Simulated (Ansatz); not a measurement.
Be₂Te₃⁺. The state is a doublet with charge 1. Geometry PBE0-D4/def2-SVP, that of the neutral singlet; atoms count from 1.

```xyz
5

Be   -0.993    0.263    0.818
Be    0.151    0.091   -1.301
Te    2.074   -0.684   -0.428
Te    0.736   -0.494    2.041
Te   -1.967    0.825   -1.129
```

In the def2 sets Te takes a core potential; there is no spin–orbit coupling. The structure comes from a short search, and lower isomers may exist.

(1) Estimate the Mulliken populations from the PBE0/def2-TZVP orbitals of Ansatz.

(2) Where does the spin sit?

(3) And the Mayer bond orders between heavy atoms (over 0.3)?

## Answers

(1) 
```
atom  charge (e)  spin (α − β)
 Be1        0.09          0.01
 Be2        0.09          0.01
 Te3        0.31          0.50
 Te4        0.31          0.50
 Te5        0.20         -0.02
```
Mulliken values depend strongly on the basis.

(2) Summed by element: Be 0.01, Te 0.99, of 1 unpaired in all. Largest on single atoms: Te3 0.50, Te4 0.50, Te5 -0.02.

(3) Be1–Te4 1.00 (2.25 Å); Be1–Te5 1.29 (2.25 Å); Be2–Te3 1.00 (2.25 Å); Be2–Te5 1.29 (2.25 Å); Te3–Te4 1.44 (2.81 Å).
